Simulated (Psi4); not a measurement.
MP2, SCS-MP2 and SOS-MP2 from spin components

System: H$_{4}$Si$_{2}$ (SMILES [SiH][SiH3]), singlet, geometry from GFN2-xTB. Level: MP2/6-31G* in Psi4. Sums are taken with unrounded values, so a last digit can differ.

Psi4 was given this input:
```
memory 2 GB

molecule mol {
0 1
Si   -0.288906    0.946481    0.771451
H     0.382608    2.122327    0.129654
Si    0.207329   -0.807678   -0.597427
H     0.996315   -0.861303   -1.840963
H    -1.091687   -1.388386   -0.989240
H     0.854851   -1.815878    0.264216
}

set {
  basis 6-31g*
  reference rhf
  freeze_core true
}

energy('mp2')
print_variables()
```

It gave an SCF energy of -580.072335 Eh, a same-spin correlation energy of -0.021796 Eh and an opposite-spin one of -0.124475 Eh.

Question: Work out the MP2, SCS-MP2 (6/5 and 1/3) and SOS-MP2 (1.3 and 0) correlation and total energies.

Answer: MP2: -0.124475 + (-0.021796) = -0.146271 Eh, total -580.218606 Eh, as the program printed. SCS-MP2: 1.2 × (-0.124475) + (-0.021796)/3 = -0.156635 Eh, total -580.228970 Eh. SOS-MP2: 1.3 × (-0.124475) = -0.161817 Eh, total -580.234152 Eh. Opposite spins carry 85 % of the MP2 correlation; same-spin pairs are already kept apart by exchange.
